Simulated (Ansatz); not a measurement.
## Abstraction of H: SiHI3 + C4H5 → SiI3 + C4H6

Species: SiHI3 (triiodosilane) `I[SiH](I)I`, singlet; C4H5 `[CH2]C#CC`, doublet; SiI3 (triiodosilyl) `I[Si](I)I`, doublet; C4H6 (2-butyne) `CC#CC`, singlet. A radical takes H: the energy is the difference in strength between the Si–H bond broken and the C–H bond made.

Shapes, held fixed at every level: PBE0-D4/def2-TZVP. Programs: Ansatz 0.2.0. Electronic energies: no zero-point or thermal term.

| level | kind | ΔE (kJ/mol) | CPU time (sum over the molecules) |
| --- | --- | --- | --- |
| SPW92/def2-TZVPP | LDA | -55.9 | 21 s |
| B3LYP-D4/def2-TZVPP | global hybrid | -42.6 | 64 s |
| BHLYP-D4/def2-TZVPP | global hybrid | -34.3 | 58 s |
| PBE0-D4/def2-TZVPP | global hybrid | -44.1 | 52 s |
| r2SCAN0-D4/def2-TZVPP | global hybrid | -32.7 | 82 s |
| wB97X-V/def2-TZVPP | range-separated hybrid | -35.4 | 95 s |
| B2PLYP/def2-TZVPP | double hybrid | -45.9 | 61 s |

B2PLYP/def2-TZVPP gives ΔE = -45.9 kJ/mol; the levels span -55.9 to -32.7. The median of the levels is -42.6. No measured value is set beside it here. Spin contamination: C4H5 (⟨S²⟩ up to 0.94). Open shells run unrestricted unless RO is named. For atoms past krypton def2 sets carry core potentials with scalar relativity. Correlated rows may include outer-core shells of I, which these sets cover unevenly. Times are processor times on shared x86 and Arm servers, and rough.
